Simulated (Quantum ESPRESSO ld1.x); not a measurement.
Species: Nd. Configuration: [Xe] 4f4 6s2 (the NIST ground configuration). Method: Dirac Kohn-Sham, PBE, spin-unpolarised, spherical densities, point nucleus; open shells are shared between the two j in proportion to 2j + 1; speed of light set to 205.554 atomic units (1.5 times the physical value, a model run); computed with ld1.x of Quantum ESPRESSO 7.5. Some entries of the table are withheld. Estimate them.

orbital,occ.,eigenvalue (eV),<r^2> (bohr^2),r(max) (bohr)
1s1/2,2,-42059.4,0.0008137,0.01605
2s1/2,2,-6679.26,0.01294,0.08931
2p1/2,2,-6325.58,0.009573,0.06890
2p3/2,4,-6110.10,0.01013,0.07123
3s1/2,2,-1446.53,0.08621,0.2521
3p1/2,2,-1293.54,(1),0.2391
3p3/2,4,-1250.75,(2),0.2441
3d3/2,4,-973.782,0.06841,0.1958
3d5/2,6,-963.824,0.06932,0.1973
4s1/2,2,(3),0.4415,0.5821
4p1/2,2,-227.293,0.4701,0.5902
4p3/2,4,-218.054,0.4880,0.6009
4d3/2,4,-119.037,0.5748,0.6164
4d5/2,6,-117.273,0.5820,0.6200
5s1/2,2,-37.9115,2.605,1.363
5p1/2,2,-22.6529,3.373,1.497
5p3/2,4,-21.4231,3.532,1.528
4f5/2,1.71429,-3.4236,1.573,0.6522
6s1/2,2,-3.3815,(4),3.934
4f7/2,2.28571,-3.2314,1.603,0.6545

Answer. 
(1) 3p1/2 <r^2> (bohr^2): 0.08111
(2) 3p3/2 <r^2> (bohr^2): 0.08432
(3) 4s1/2 eigenvalue (eV): -285.169
(4) 6s1/2 <r^2> (bohr^2): 23.72
